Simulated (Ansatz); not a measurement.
`C[SiH](N)BF` + `[AlH2][CH2]OCS` → `FBOCS` + `C[SiH](N)[CH2][AlH2]`  (redistribution)

Gas-phase electronic energies from Ansatz, PBE0-D4/def2-TZVP geometries. CCSD(T)/CBS is the MP2 limit (def2-TZVPP, def2-QZVPP) plus CCSD(T) − MP2 in def2-TZVPP, frozen cores. DFT in def2-TZVPP. One conformer a species, not always the lowest.

`C[SiH](N)BF`:

```xyz
12

C     1.178   -0.418    1.067
Si   -0.003    0.503   -0.070
N     0.309    0.360   -1.760
B    -1.907   -0.158    0.221
F    -2.490    0.013    1.400
H     0.911   -0.249    2.114
H     1.158   -1.495    0.881
H     2.205   -0.070    0.922
H     0.101    1.950    0.282
H     1.150    0.726   -2.176
H    -0.035   -0.433   -2.276
H    -2.577   -0.728   -0.606
```

`[AlH2][CH2]OCS`:

```xyz
12

Al   -2.284    0.008    0.988
C    -0.333   -0.073    0.731
O     0.055    0.588   -0.463
C     1.413    0.515   -0.742
S     2.024   -1.136   -1.211
H    -3.243    0.622   -0.113
H    -2.861   -0.585    2.344
H    -0.015   -1.129    0.701
H     0.196    0.362    1.598
H     1.614    1.211   -1.556
H     2.020    0.793    0.130
H     1.414   -1.177   -2.406
```

`FBOCS`:

Cartesian coordinates in Å:
```
F -2.684 -0.701 -0.077
B -1.456 -0.438 -0.487
O -0.674 0.291 0.332
C 0.663 0.571 -0.008
S 1.835 -0.661 0.588
H -1.090 -0.830 -1.557
H 0.907 1.547 0.407
H 0.803 0.597 -1.092
H 1.697 -0.377 1.893
```

`C[SiH](N)[CH2][AlH2]`:

Cartesian coordinates in Å:
```
C 0.090 1.386 -1.173
Si -0.233 -0.432 -0.863
N 1.259 -1.287 -0.986
C -1.075 -0.602 0.801
Al -0.115 0.354 2.194
H 0.478 1.551 -2.181
H 0.838 1.780 -0.474
H -0.820 1.979 -1.053
H -1.093 -0.994 -1.943
H 2.018 -1.095 -0.351
H 1.252 -2.259 -1.248
H -1.112 -1.672 1.038
H -2.105 -0.234 0.738
H 1.390 -0.049 2.525
H -0.772 1.571 2.976
```

**Question.** Is it downhill or uphill in electronic energy at CCSD(T)/CBS, and by how much? (Estimate.)

**Answer.** Computed: Downhill: ΔE = -296.2 kJ/mol.

**Question.** What do these levels give: PBE-D4, ωB97X-V, HF/def2-TZVPP, MP2/def2-TZVPP, CCSD(T)/def2-TZVPP, HF/def2-QZVPP? (Best estimate.)

**Answer.** Ansatz gave: PBE-D4 -278.5, ωB97X-V -286.9, HF/def2-TZVPP -296.4, MP2/def2-TZVPP -308.8, CCSD(T)/def2-TZVPP -296.1, HF/def2-QZVPP -297.2 kJ/mol.

Largest T1 diagnostic among the species: 0.013.

From PBE to PBE0 (25 % exact exchange), in def2-TZVPP and without D4, ΔE moves by −11.0 kJ/mol. The D4 term adds −5.9 kJ/mol with B3LYP and −3.3 kJ/mol with PBE0; it sums over pairs of atoms, weighted by their polarisabilities, and B3LYP, whose exchange is more repulsive, gets the larger term.

B3LYP here is the variant with VWN-RPA as its local correlation; programs differ in this.
